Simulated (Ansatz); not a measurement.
`NCBBr` + CH₃SH → `CSCN` + `BBr`  (substitution at a C–B bond)

Computed with Ansatz on PBE0-D4/def2-TZVP structures; ΔE is electronic, products minus reactants. CBS: MP2 limit from def2 TZ/QZ plus the TZ coupled-cluster correction, frozen cores. This one scheme is used for every species. DFT in def2-TZVPP. B3LYP here is the variant with VWN-RPA as its local correlation; programs differ in this. For Br outer-core shells are correlated without core-valence functions, which leaves a few kJ/mol of doubt a bond. Scalar relativity is left out up to krypton. Each species was taken in one conformer, which may not be the lowest.

(1) Is it downhill or uphill in electronic energy at CCSD(T)/CBS, and by how much? (Best estimate.)

(2) What do these levels give: PBE-D4, r2SCAN-D4, ωB97X-V, PBE, PBE0, B3LYP, MP2/def2-TZVPP, CCSD/def2-TZVPP, CCSD(T)/def2-TZVPP, HF/def2-QZVPP, MP2/def2-QZVPP, MP2/CBS(def2)? (Estimate.)

Largest T1 diagnostic among the species: 0.010.

## Answers

(1) Ansatz gave: Uphill: ΔE = +0.38 eV.

(2) Ansatz gave: PBE-D4 0.38, r2SCAN-D4 0.39, ωB97X-V 0.39, PBE 0.39, PBE0 0.41, B3LYP 0.39, MP2/def2-TZVPP 0.37, CCSD/def2-TZVPP 0.41, CCSD(T)/def2-TZVPP 0.38, HF/def2-QZVPP 0.39, MP2/def2-QZVPP 0.37, MP2/CBS(def2) 0.36 eV.
